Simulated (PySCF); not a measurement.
Sn(H)(F)(Me)2 (C2H7FSn), SMILES [CH3][SnH]([CH3])[F].

Geometry optimised at B3LYP-D3(BJ)/def2-SVP. The def2 effective core potentials stand for the cores of Sn; spin–orbit coupling is left out.

Level of theory: B3LYP-D3(BJ)/def2-SVP (PySCF).

Frequencies are harmonic and unscaled.

| mode | ν (cm⁻¹) | IR (km/mol) | Raman (Å⁴/amu) | depolarisation | moving atoms (share of kinetic energy) |
|---|---|---|---|---|---|
| 1 | 46 | 0.1 | 0.0 | – | H 99 % |
| 2 | 51 | 0.2 | 0.1 | 0.70 | H 96 % |
| 3 | 124 | 0.8 | 4.0 | 0.72 | C 57 %, H 32 %, Sn 9 % |
| 4 | 151 | 8.2 | 1.2 | 0.75 | C 30 %, F 29 %, H 21 %, Sn 20 % |
| 5 | 155 | 9.2 | 2.6 | 0.75 | F 54 %, C 23 %, H 14 %, Sn 8 % |
| 6 | 494 | 86.4 | 12.7 | 0.75 | H 95 % |
| 7 | 508 | 4.9 | 42.4 | 0.12 | C 75 %, H 19 % |
| 8 | 531 | 13.8 | 14.0 | 0.75 | C 65 %, H 22 %, Sn 13 % |
| 9 | 583 | 65.2 | 18.4 | 0.72 | H 90 % |
| 10 | 609 | 39.7 | 5.5 | 0.40 | F 83 %, Sn 12 % |
| 11 | 717 | 34.0 | 1.1 | 0.75 | H 83 %, C 15 % |
| 12 | 763 | 56.9 | 8.2 | 0.75 | H 85 %, C 14 % |
| 13 | 780 | 71.1 | 2.4 | 0.68 | H 81 %, C 17 % |
| 14 | 788 | 52.3 | 3.2 | 0.72 | H 80 %, C 19 % |
| 15 | 1211 | 1.2 | 1.5 | 0.75 | H 81 %, C 19 % |
| 16 | 1216 | 1.7 | 10.9 | 0.09 | H 83 %, C 17 % |
| 17 | 1429 | 0.5 | 12.0 | 0.75 | H 95 % |
| 18 | 1432 | 0.2 | 9.4 | 0.75 | H 95 % |
| 19 | 1434 | 1.7 | 18.5 | 0.74 | H 95 % |
| 20 | 1439 | 7.0 | 2.9 | 0.75 | H 95 % |
| 21 | 1886 | 198.4 | 220.9 | 0.20 | H 99 % |
| 22 | 3046 | 6.0 | 0.1 | 0.75 | H 98 % |
| 23 | 3046 | 3.9 | 268.8 | 0.00 | H 98 % |
| 24 | 3150 | 0.0 | 47.4 | 0.75 | H 90 %, C 10 % |
| 25 | 3151 | 7.3 | 123.1 | 0.73 | H 90 %, C 10 % |
| 26 | 3161 | 0.8 | 54.7 | 0.75 | H 90 %, C 10 % |
| 27 | 3161 | 2.4 | 135.4 | 0.74 | H 90 %, C 10 % |
